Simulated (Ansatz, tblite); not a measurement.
Forces on the cluster Tl₃⁺ at its PBE-D4/def2-SVP geometry. Charge 1, multiplicity 1.

In the def2 sets Tl takes a core potential; there is no spin–orbit coupling. The xTB rows come from tblite. Correlated methods freeze 12 core orbitals; core or outer-core shells of Tl are correlated, in sets that lack core-valence functions. At PBE-QIDH/def2-TZVP the restricted singlet (for correlated methods, its reference) is unstable: a solution with broken spin symmetry lies lower. The order of the spin states hangs on the level: the triplet lies 0.25 eV below the singlet at PBE0-D4/def2-TZVP, but 0.60 eV above it at GFN2-xTB. The structure comes from a short search, and lower isomers may exist.

GFN1-xTB (tblite), largest force 0.76 eV/Å:

```xyz
3
positions Å, forces eV/Å
Tl   -0.108    0.416    2.104   -0.038    0.147    0.742
Tl   -0.933   -1.763   -0.795   -0.329   -0.622   -0.280
Tl    1.041    1.347   -1.309    0.367    0.475   -0.462
```

GFN2-xTB (tblite), largest force 1.42 eV/Å:

```
Tl -0.072 0.276 1.395
Tl -0.619 -1.169 -0.527
Tl 0.690 0.893 -0.868
```

PBE-QIDH/def2-TZVP (Ansatz), largest force 0.15 eV/Å:

```
Tl 0.007 -0.028 -0.143
Tl 0.063 0.120 0.054
Tl -0.071 -0.091 0.089
```
